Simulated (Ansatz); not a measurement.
Computed with Ansatz on PBE0-D4/def2-TZVP structures; ΔE is electronic, products minus reactants. CCSD(T)/CBS adds triple-zeta CCSD(T) − MP2 to the extrapolated MP2 energy (def2 sets, frozen cores). This one scheme is used for every species. Functionals use def2-TZVPP. For Ga outer-core shells are correlated without core-valence functions, which leaves a few kJ/mol of doubt a bond. Scalar relativity is left out up to krypton. One conformer a species, not always the lowest.

`C[BH][GaH][CH3]` + H₂ → `C[BH][GaH2]` + CH₄  (hydrogenolysis of a Ga–C bond)

`C[BH][GaH][CH3]`:

```xyz
12

C     1.398   -0.919    1.536
B     0.947   -0.921    0.045
Ga    0.039    0.657   -0.966
C    -1.906    1.025   -0.998
H     0.581   -1.455    2.051
H     2.292   -1.519    1.726
H     1.494    0.051    2.026
H     1.095   -1.960   -0.549
H     0.907    1.679   -1.814
H    -2.092    2.024   -0.592
H    -2.496    0.304   -0.432
H    -2.261    1.035   -2.033
```

H₂:

Cartesian coordinates in Å:
```
H 0.344 -0.096 0.108
H -0.344 0.096 -0.108
```

`C[BH][GaH2]`:

Cartesian coordinates in Å:
```
C -0.270 -0.179 -1.399
B -0.621 0.065 0.098
Ga 0.741 0.271 1.654
H -0.979 0.278 -2.095
H -0.413 -1.267 -1.522
H 0.751 0.041 -1.714
H -1.793 0.073 0.378
H 1.332 -0.960 2.446
H 1.253 1.679 2.154
```

CH₄:

```xyz
5

C     0.000    0.000    0.000
H     0.099    0.313    1.039
H    -0.796    0.570   -0.477
H    -0.241   -1.062   -0.038
H     0.939    0.178   -0.524
```

```csv
level,ΔE (kcal/mol)
ωB97M-V,-9.4
PBE,-9.3
PBE0,-10.2
MP2/def2-TZVPP,-7.0
```

What does CCSD(T)/CBS give? (Best estimate.)

Ansatz gave: -7.8 kcal/mol. The listed levels differ from it by -1.6, -1.5, -2.4, 0.8 kcal/mol.

Largest T1 diagnostic among the species: 0.013.

From PBE to PBE0 (25 % exact exchange), in def2-TZVPP and without D4, ΔE moves by −0.8 kcal/mol. The D4 term adds +1.5 kcal/mol with B3LYP and +0.8 kcal/mol with PBE0; it sums over pairs of atoms, weighted by their polarisabilities, and B3LYP, whose exchange is more repulsive, gets the larger term.

B3LYP here is the variant with VWN-RPA as its local correlation; programs differ in this.
